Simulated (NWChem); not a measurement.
Species: CH5F2NSi; SMILES F[SiH](F)NC

```xyz
10

Si    -0.0916     0.5188    -0.2424
F      1.0786     1.6306    -0.2507
F     -1.1753     1.1074     0.8057
N      0.5925    -0.9651     0.2071
C      0.0949    -2.2736    -0.1516
H     -0.7634     0.4165    -1.5528
H      1.3314    -0.9668     0.9022
H     -0.6321    -2.1863    -0.9740
H     -0.4179    -2.7872     0.6811
H      0.9037    -2.9323    -0.5099
```
Atoms are numbered in this order, from 1.

Results from NWChem. Geometry: optimised at PBE0/def2-SVP. Level: PBE0/def2-SVP with SMD (1 M gas to 1 M solution), gas-phase geometry. Reactions with the solvent are ignored.

Q: What does the run give for solvent toluene? Quantities: solvation free energy (kcal/mol); cavity-dispersion-structure term (kcal/mol); dipole in solution (D).

A: The solvation free energy (kcal/mol) is -2.8. The cavity-dispersion-structure term (kcal/mol) is 0.0 and the dipole in solution (D) is 3.08.
